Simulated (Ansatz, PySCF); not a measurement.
Molecule: SbF2 (charge 0, doublet). SMILES: [F][Sb][F]
Geometry: optimised at B3LYP-D3(BJ)/def2-TZVP (Ansatz, an electronic-structure program).

Property: atomisation energy, in kcal/mol. Conventions: no dispersion term unless named; LANL2DZ with its own core potentials from Na on; 6-31G* and kin with 6d, 5d where marked; STO-3G and 3-21G all-electron and non-relativistic; open shells spin-unrestricted; spin-orbit terms left out; def2 sets with scalar-relativistic core potentials past Kr; valence correlation only (noble-gas shells and the d and f shells of earlier blocks); atomisation electronic, to ground-state atoms. Ab initio and DFT rows: single points at B3LYP-D3(BJ) geometries (Ansatz).

```json
[
 {"level": "HF/3-21G", "program": "Ansatz", "atomisation energy (kcal/mol)": "78.0"},
 {"level": "SVWN5/6-31G* with LANL2DZ past Ar", "program": "Ansatz", "atomisation energy (kcal/mol)": "234.4"},
 {"level": "PBE/def2-SVP", "program": "Ansatz", "atomisation energy (kcal/mol)": "205.9"},
 {"level": "BLYP/6-31G* with LANL2DZ past Ar", "program": "Ansatz", "atomisation energy (kcal/mol)": "201.4"},
 {"level": "BP86/def2-SVP", "program": "PySCF", "atomisation energy (kcal/mol)": "205.0"},
 {"level": "BP86/6-31G* with LANL2DZ past Ar (5d)", "program": "PySCF", "atomisation energy (kcal/mol)": "200.2"},
 {"level": "B3LYP/STO-3G", "program": "Ansatz", "atomisation energy (kcal/mol)": "166.3"},
 {"level": "B3LYP/3-21G", "program": "Ansatz", "atomisation energy (kcal/mol)": "178.2"},
 {"level": "B3LYP/6-31G* with LANL2DZ past Ar", "program": "Ansatz", "atomisation energy (kcal/mol)": "188.6"},
 {"level": "PBE0/6-31G* with LANL2DZ past Ar", "program": "Ansatz", "atomisation energy (kcal/mol)": "179.2"},
 {"level": "M06-2X/6-31G* with LANL2DZ past Ar (5d)", "program": "PySCF", "atomisation energy (kcal/mol)": "188.2"},
 {"level": "MP2/3-21G", "program": "Ansatz", "atomisation energy (kcal/mol)": "145.3"},
 {"level": "MP2/6-31G* with LANL2DZ past Ar", "program": "Ansatz", "atomisation energy (kcal/mol)": "185.7"},
 {"level": "B3LYP/def2-TZVPD", "program": "Ansatz", "atomisation energy (kcal/mol)": "204.0"},
 {"level": "B3LYP-D3(BJ)/def2-TZVPD", "program": "Ansatz + dftd3", "atomisation energy (kcal/mol)": "205.5"},
 {"level": "wB97M-V/def2-TZVPD", "program": "Ansatz", "atomisation energy (kcal/mol)": "203.0"}
]
```

No value to compare with is used here. The 13 habitual levels span 78.0 (HF/3-21G) to 234.4 kcal/mol (SVWN5/6-31G* with LANL2DZ past Ar); wB97M-V/def2-TZVPD gives 203.0.

The levels are drawn from those run, B3LYP/6-31G* more often than the rest, none by its result; runs whose electronic state is in doubt are left out.
